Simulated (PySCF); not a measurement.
C₆H₃FN₃ (charge -1).
Atom-mapped SMILES: `[F:1][c:2]1[cH:3][cH:4][c:5]2[n-:6][n:7][n:8][c:9]2[cH:10]1`

Cartesian coordinates in Å at the GFN2-xTB level; atoms count from 1:
```
atom  x, y, z in Å
F1    -2.626   -1.213   -0.659
C2    -1.420   -0.618   -0.341
C3    -1.471    0.688    0.159
C4    -0.310    1.345    0.496
C5     0.896    0.670    0.321
N6     2.185    1.013    0.544
N7     2.916   -0.019    0.198
N8     2.218   -1.041   -0.245
C9     0.920   -0.674   -0.195
C10   -0.265   -1.329   -0.532
H11   -2.438    1.160    0.271
H12   -0.332    2.354    0.885
H13   -0.279   -2.337   -0.919
```

Probes without a nucleus sit at each ring's centroid and 1 Å off its mean plane on both sides; NICS is minus the shielding there, NICSzz its component along the normal. Level: GIAO PBE0/pcSseg-1 (PySCF, non-relativistic, gas phase) on the GFN2-xTB geometry, one conformer.

Ring bond lengths (Å), with Mayer bond orders in brackets: C2–C3 1.399 (1.36), C3–C4 1.376 (1.46), C4–C5 1.393 (1.34), C5–C9 1.439 (1.15), C9–C10 1.396 (1.27), C10–C2 1.369 (1.50); C5–N6 1.352 (1.35), N6–N7 1.311 (1.40), N7–N8 1.315 (1.37), N8–C9 1.349 (1.38), C9–C5 1.439 (1.15).

Problem. What do the NICS probes read (ppm)?

Solution. 
```json
{"ring": "C2–C3–C4–C5–C9–C10", "type": "6-membered carbocycle; formal bonds all aromatic", "NICS(0)": "-11.6", "NICS(1), two faces": "-11.8 / -11.8", "NICS(1)zz, two faces": "-28.8 / -28.8", "rms pucker (Å)": "0.00", "centre to ring atoms, mean (Å)": "1.39"}
{"ring": "C5–N6–N7–N8–C9", "type": "5-membered ring with 3 N; formal bonds all aromatic", "NICS(0)": "-13.5", "NICS(1), two faces": "-16.4 / -16.4", "NICS(1)zz, two faces": "-41.9 / -42.0", "rms pucker (Å)": "0.00", "centre to ring atoms, mean (Å)": "1.15"}
```

Problem. What do they say, and how far can they be read as aromaticity?

Solution. 
- C2–C3–C4–C5–C9–C10: mean NICS(1)zz -28.8 ppm, shielded. For a flat ring without four-coordinate atoms the NICS criterion counts such a value as aromatic, though in fused rings the probe also feels the neighbouring ring.
- C5–N6–N7–N8–C9: mean NICS(1)zz -41.9 ppm, shielded. The ring is flat and has no four-coordinate atom; by the NICS criterion it is aromatic, though in fused rings the probe also feels the neighbouring ring.

Problem. What does the geometric index give? HOMA takes Krygowski's 1993 parameters.

Solution. 
- C2–C3–C4–C5–C9–C10: HOMA 0.86 = 1 − EN − GEO, with mean bond length 1.395 Å, EN = α(Ropt − mean)² = 0.014 and GEO = α × variance = 0.130. The geometric and the magnetic index point the same way.
- C5–N6–N7–N8–C9: HOMA 0.85; the largest term is that of C9–C5, α(R − Ropt)² = 0.68. The geometric and the magnetic index point the same way.

Problem. How shielded are the nuclei of the rings and their hydrogens (means over atoms taken as equivalent)?

Solution. 
```
atoms                   environment  σ isotropic (ppm)  principal values of the symmetric part, first atom (ppm)
   C2           aromatic C–F carbon               22.0                                         -50.7, 42.4, 74.2
   C3            aromatic CH carbon               81.7                                          2.4, 81.1, 161.6
   C4            aromatic CH carbon               69.4                                        -15.5, 51.8, 171.8
   C5   ring-fusion aromatic carbon               37.1                                        -22.0, -7.0, 140.4
   N6  two-coordinate ring nitrogen              -94.5                                     -276.0, -173.4, 166.0
   N7                 ring nitrogen             -202.0                                     -494.2, -223.5, 111.6
   N8                 ring nitrogen              -92.2                                     -264.4, -173.7, 161.4
   C9   ring-fusion aromatic carbon               34.8                                        -29.0, -4.6, 138.1
  C10            aromatic CH carbon               83.7                                         17.7, 71.8, 161.6
  H11             aromatic hydrogen              25.16                                          20.8, 26.7, 28.0
  H12             aromatic hydrogen              24.03                                          19.5, 25.2, 27.3
  H13             aromatic hydrogen              24.23                                          19.7, 25.2, 27.8
```
